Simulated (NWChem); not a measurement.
System: C$_{3}$H$_{6}$O; SMILES OC1CC1

Excerpt of the output:

```
             Northwest Computational Chemistry Package (NWChem) 7.3.0
             --------------------------------------------------------

 C1  symmetry detected

                             Geometry "geometry" -> ""
                             -------------------------

 Output coordinates in angstroms (scale by  1.889725989 to convert to a.u.)

  No.       Tag          Charge          X              Y              Z
 ---- ---------------- ---------- -------------- -------------- --------------
    1 O                    8.0000    -0.07232126    -1.46718781    -0.19036169
    2 C                    6.0000    -0.01468063    -0.24365041     0.47162880
    3 C                    6.0000    -0.75767460     0.90385669    -0.13301272
    4 C                    6.0000     0.74382960     0.90083974    -0.13650193
    5 H                    1.0000     0.78736910    -1.90053791    -0.14047479
    6 H                    1.0000    -0.00710660    -0.33457461     1.55668010
    7 H                    1.0000    -1.27767077     1.58325743     0.52362689
    8 H                    1.0000    -1.25846569     0.71829589    -1.06954457
    9 H                    1.0000     1.23830162     0.72606828    -1.07993930
   10 H                    1.0000     1.26729611     1.57871729     0.51986025

 Effective nuclear repulsion energy (a.u.)     124.5677414321

                                Z-matrix (autoz)
                                --------

 Units are Angstrom for bonds and degrees for angles

      Type          Name      I     J     K     L     M      Value
      ----------- --------  ----- ----- ----- ----- ----- ----------
    1 Stretch                  1     2                       1.39234
    2 Stretch                  1     5                       0.96403
    3 Stretch                  2     3                       1.49479
    4 Stretch                  2     4                       1.50167
    5 Stretch                  2     6                       1.08888
    6 Stretch                  3     4                       1.50151
    7 Stretch                  3     7                       1.07850
    8 Stretch                  3     8                       1.07811
    9 Stretch                  4     9                       1.07941
   10 Stretch                  4    10                       1.07905
   11 Bend                     1     2     3               117.49718
   12 Bend                     1     2     4               119.87526
   13 Bend                     1     2     6               113.62133
   14 Bend                     2     1     5               109.48145
   15 Bend                     2     3     4                60.15501
   16 Bend                     2     3     7               118.48778
   17 Bend                     2     3     8               116.75253
   18 Bend                     2     4     3                59.70065
   19 Bend                     2     4     9               117.51256
   20 Bend                     2     4    10               118.52204
   21 Bend                     3     2     4                60.14434
   22 Bend                     3     2     6               118.07558
   23 Bend                     3     4     9               117.41614
   24 Bend                     3     4    10               118.84491
   25 Bend                     4     2     6               117.62434
   26 Bend                     4     3     7               119.00114
   27 Bend                     4     3     8               117.52545
   28 Bend                     7     3     8               114.41585
   29 Bend                     9     4    10               114.27657
   30 Torsion                  1     2     3     4        -110.40870
   31 Torsion                  1     2     3     7         140.64994
   32 Torsion                  1     2     3     8          -2.50309
   33 Torsion                  1     2     4     3         106.51172
   34 Torsion                  1     2     4     9          -0.76273
   35 Torsion                  1     2     4    10        -144.92271
   36 Torsion                  2     3     4     9         107.43481
   37 Torsion                  2     3     4    10        -108.03140
   38 Torsion                  2     4     3     7         108.10086
   39 Torsion                  2     4     3     8        -106.63115
   40 Torsion                  3     2     1     5         141.59237
   41 Torsion                  3     2     4     9        -107.27444
   42 Torsion                  3     2     4    10         108.56558
   43 Torsion                  3     4     2     6        -108.18495
   44 Torsion                  4     2     1     5          71.97081
   45 Torsion                  4     2     3     7        -108.94136
   46 Torsion                  4     2     3     8         107.90561
   47 Torsion                  4     3     2     6         107.44299
   48 Torsion                  5     1     2     6         -74.63030
   49 Torsion                  6     2     3     7          -1.49837
   50 Torsion                  6     2     3     8        -144.65140
   51 Torsion                  6     2     4     9         144.54060
   52 Torsion                  6     2     4    10           0.38062
   53 Torsion                  7     3     4     9        -144.46432
   54 Torsion                  7     3     4    10           0.06946
   55 Torsion                  8     3     4     9           0.80366
   56 Torsion                  8     3     4    10         145.33745

                           NWChem Geometry Optimization
                           ----------------------------

 maximum gradient threshold         (gmax) =   0.000450
 rms gradient threshold             (grms) =   0.000300
 maximum cartesian step threshold   (xmax) =   0.001800
 rms cartesian step threshold       (xrms) =   0.001200
 fixed trust radius                (trust) =   0.300000
 source of zmatrix                         =   autoz

          -------------------
          Energy Minimization
          -------------------

 Using diagonal initial Hessian
 Scaling for Hessian diagonals: bonds = 1.00  angles = 0.25  torsions = 0.10

          --------
          Step   0

                                 NWChem DFT Module
                                 -----------------

 Summary of "ao basis" -> "ao basis" (spherical)
 ------------------------------------------------------------------------------
       Tag                 Description            Shells   Functions and Types
 ---------------- ------------------------------  ------  ---------------------
 O                          def2-svp                 6       14   3s2p1d
 C                          def2-svp                 6       14   3s2p1d
 H                          def2-svp                 3        5   2s1p

            General Information
            -------------------
          SCF calculation type: DFT
          Wavefunction type:  closed shell.
          No. of atoms     :    10
          No. of electrons :    32
           Alpha electrons :    16
            Beta electrons :    16
          Charge           :     0
          Spin multiplicity:     1
          Use of symmetry is: off; symmetry adaption is: off
          Maximum number of iterations: 150
          AO basis - number of functions:    86
                     number of shells:    42
          Convergence on energy requested:  1.00D-06
          Convergence on density requested:  1.00D-05
          Convergence on gradient requested:  5.00D-04

              XC Information
              --------------
                         PBE0 Method XC Functional
                     Hartree-Fock (Exact) Exchange  0.250
          PerdewBurkeErnzerhof Exchange Functional  0.750
            Perdew 1991 LDA Correlation Functional  1.000 local
           PerdewBurkeErnz. Correlation Functional  1.000 non-local

             Grid Information
             ----------------
          Grid used for XC integration:  medium
          Radial quadrature: Mura-Knowles
          Angular quadrature: Lebedev.
          Tag              B.-S. Rad. Rad. Pts. Rad. Cut. Ang. Pts.
          ---              ---------- --------- --------- ---------
          O                   0.60       49          10.0       434
          C                   0.70       49          10.0       434
          H                   0.35       45          11.0       434
          Grid pruning is: on
          Number of quadrature shells:   466
          Spatial weights used:  Erf1

      Superposition of Atomic Density Guess
      -------------------------------------

 Sum of atomic energies:        -190.56125950

      Non-variational initial energy
      ------------------------------

 Total energy =    -193.258301
 1-e energy   =    -503.589211
 2-e energy   =     185.763169
 HOMO         =      -0.323203
 LUMO         =       0.103307

   convergence    iter        energy       DeltaE   RMS-Dens  Diis-err
 ---------------- ----- ----------------- --------- --------- ---------
 d= 0,ls=0.0,diis     1   -192.6938760807 -3.17D+02  1.16D-02  4.46D-01
 d= 0,ls=0.0,diis     2   -192.7100245128 -1.61D-02  6.24D-03  3.83D-01
 d= 0,ls=0.0,diis     3   -192.7435789902 -3.36D-02  1.21D-03  2.80D-02
 d= 0,ls=0.0,diis     4   -192.7460849946 -2.51D-03  3.03D-04  8.07D-04
 d= 0,ls=0.0,diis     5   -192.7461589336 -7.39D-05  9.58D-05  1.26D-04
  Resetting Diis
 d= 0,ls=0.0,diis     6   -192.7461744073 -1.55D-05  1.28D-05  1.03D-06
 d= 0,ls=0.0,diis     7   -192.7461745071 -9.98D-08  7.14D-06  1.64D-07

         Total DFT energy =     -192.746174507087
      One electron energy =     -507.538897188275
           Coulomb energy =      217.126970121053
    Exchange-Corr. energy =      -26.901988872008
 Nuclear repulsion energy =      124.567741432142

 Numeric. integr. density =       31.999989172052

                       DFT Final Molecular Orbital Analysis
                       ------------------------------------

 Vector   14  Occ=2.000000D+00  E=-3.473551D-01
              MO Center= -1.2D-02, -8.7D-02, -1.5D-01, r^2= 2.5D+00
   Bfn.  Coefficient  Atom+Function         Bfn.  Coefficient  Atom+Function
  ----- ------------  ---------------      ----- ------------  ---------------
     6      0.403521   1 O  pz                9      0.279420   1 O  pz
    32      0.275590   3 C  px               46     -0.268303   4 C  px
    17     -0.264155   2 C  s                31      0.192479   3 C  s
    22     -0.171881   2 C  py               35      0.161792   3 C  px
    47      0.149613   4 C  py               19     -0.134151   2 C  py

 Vector   15  Occ=2.000000D+00  E=-2.937704D-01
              MO Center= -1.8D-01, -4.9D-02,  7.0D-02, r^2= 2.3D+00
   Bfn.  Coefficient  Atom+Function         Bfn.  Coefficient  Atom+Function
  ----- ------------  ---------------      ----- ------------  ---------------
    18      0.325390   2 C  px               33      0.320018   3 C  py
     6     -0.252902   1 O  pz               31     -0.210159   3 C  s
    36      0.194355   3 C  py                9     -0.191793   1 O  pz
     4     -0.173840   1 O  px                3      0.166742   1 O  s
    34     -0.165870   3 C  pz               46     -0.161340   4 C  px

[...]

      ----------------------
      Optimization converged
      ----------------------

  Step       Energy      Delta E   Gmax     Grms     Xrms     Xmax
  ---- ---------------- -------- -------- -------- -------- --------
@    9    -192.74724338 -5.5D-07  0.00004  0.00002  0.00064  0.00179
                                     ok       ok       ok       ok

                                Z-matrix (autoz)
                                --------

 Units are Angstrom for bonds and degrees for angles

[...]

 Rotational Constants
 --------------------
 A=   0.563285 cm-1  (  0.810423 K)
 B=   0.232049 cm-1  (  0.333860 K)
 C=   0.200083 cm-1  (  0.287868 K)

 Temperature                      =   298.15K
 frequency scaling parameter      =   1.0000

 Zero-Point correction to Energy  =   54.132 kcal/mol  (  0.086265 au)
 Thermal correction to Energy     =   56.815 kcal/mol  (  0.090540 au)
 Thermal correction to Enthalpy   =   57.407 kcal/mol  (  0.091484 au)

 Total Entropy                    =   65.996 cal/mol-K
   - Translational                =   38.079 cal/mol-K (mol. weight =  58.0419)
   - Rotational                   =   23.627 cal/mol-K (symmetry #  =        1)
   - Vibrational                  =    4.289 cal/mol-K

 Cv (constant volume heat capacity) =   15.062 cal/mol-K
   - Translational                  =    2.979 cal/mol-K
   - Rotational                     =    2.979 cal/mol-K
   - Vibrational                    =    9.103 cal/mol-K

[normal modes left out]

 ----------------------------------------------------------------------------
 Normal Eigenvalue ||           Projected Infra Red Intensities
  Mode   [cm**-1]  || [atomic units] [(debye/angs)**2] [(KM/mol)] [arbitrary]
 ------ ---------- || -------------- ----------------- ---------- -----------
    1       -0.000 ||    0.000165           0.004         0.161       0.095
    2        0.000 ||    0.000030           0.001         0.029       0.017
    3        0.000 ||    0.000514           0.012         0.501       0.295
    4        0.000 ||    0.000753           0.017         0.734       0.432
    5        0.000 ||    0.002591           0.060         2.526       1.487
    6        0.000 ||    0.000307           0.007         0.300       0.176
    7      329.986 ||    0.114501           2.642       111.621      65.683
    8      407.913 ||    0.012322           0.284        12.012       7.068
    9      418.199 ||    0.019853           0.458        19.353      11.388
   10      762.556 ||    0.002654           0.061         2.587       1.523
   11      820.740 ||    0.005941           0.137         5.792       3.408
   12      851.136 ||    0.012890           0.297        12.566       7.394
   13      952.389 ||    0.027557           0.636        26.864      15.808
   14     1001.048 ||    0.009190           0.212         8.959       5.272
   15     1061.498 ||    0.004608           0.106         4.492       2.643
   16     1066.808 ||    0.017964           0.414        17.512      10.305
   17     1120.022 ||    0.000941           0.022         0.918       0.540
   18     1180.332 ||    0.000122           0.003         0.119       0.070
   19     1205.373 ||    0.003310           0.076         3.227       1.899
   20     1259.714 ||    0.055730           1.286        54.328      31.969
   21     1297.100 ||    0.098505           2.273        96.027      56.507
   22     1411.920 ||    0.003956           0.091         3.856       2.269
   23     1417.525 ||    0.004406           0.102         4.296       2.528
   24     1516.800 ||    0.029739           0.686        28.991      17.059
   25     3114.646 ||    0.036353           0.839        35.439      20.854
   26     3148.590 ||    0.008956           0.207         8.730       5.137
   27     3158.373 ||    0.003238           0.075         3.157       1.858
   28     3248.064 ||    0.002105           0.049         2.052       1.207
   29     3260.761 ||    0.004523           0.104         4.409       2.595
   30     3872.518 ||    0.039248           0.905        38.261      22.514
 ----------------------------------------------------------------------------
```

Level: PBE0/def2-SVP. 

**Question.** Reconstruct the input file.

**Answer.** Several could match; the one computed here: the input that was run:
```
start job
memory heap 200 mb stack 900 mb global 1100 mb
geometry units angstroms
  O      1.087279    -0.784338    -0.526056
  C      0.207308    -0.243915     0.407856
  C     -1.208723    -0.030683    -0.020854
  C     -0.315661     1.151529     0.222767
  H      1.948523    -0.359947    -0.439456
  H      0.388741    -0.584170     1.426173
  H     -1.997127    -0.244339     0.683367
  H     -1.447602    -0.272185    -1.044050
  H      0.026759     1.701964    -0.640304
  H     -0.483688     1.759176     1.098483
end
basis spherical
  * library def2-svp
end
dft
  xc pbe0
  iterations 150
end
driver
  maxiter 120
end
task dft optimize
task dft freq
```
